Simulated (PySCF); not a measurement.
**Ionisation energy of La³⁷⁺ by level of theory**

La³⁷⁺ [Ar] 3d2 [3d3/2^2, M_J = 2] → La³⁸⁺ [Ar] 3d1 [3d3/2^1, M_J = 3/2], as a difference of total energies. Calculation: PySCF 2.14, in an uncontracted even-tempered set (16 s from 7.3 bohr⁻², ratio 2.8; 12 p from 9.5 bohr⁻², ratio 2.8; 8 d from 9.5 bohr⁻², ratio 2.8; 3 f from 30 bohr⁻², ratio 3); the two-component X2C-1e Hamiltonian. Correlated levels: [Ne] frozen; the 74 highest virtual spinors dropped. "Screened" scales the spin-orbit matrix elements by Boettger's factors to mimic the two-electron term; Breit and QED terms are absent.

| method | ionisation energy (eV) |
| --- | --- |
| GHF (spin-free) | 2567.9 |
| GMP2 (spin-free) | 2567.5 |
| GHF (screened spin-orbit) | 2577.8 |
| GMP2 (screened spin-orbit) | 2577.6 |

Breit and QED terms and the two-electron picture change are absent.

The spin-free rows relax to the high-spin LS determinant and lack the spin-orbit shift.

The labels give the starting determinants; with spin-orbit coupling the two ends relaxed to ⟨J²⟩ = 6.05, ⟨L²⟩ = 10.43, ⟨S²⟩ = 1.57 and ⟨J²⟩ = 3.75, ⟨L²⟩ = 6.02, ⟨S²⟩ = 0.77.

For comparison: 2577 ± 4 eV (theoretical estimate listed by NIST; NIST Atomic Spectra Database, ionization energies).
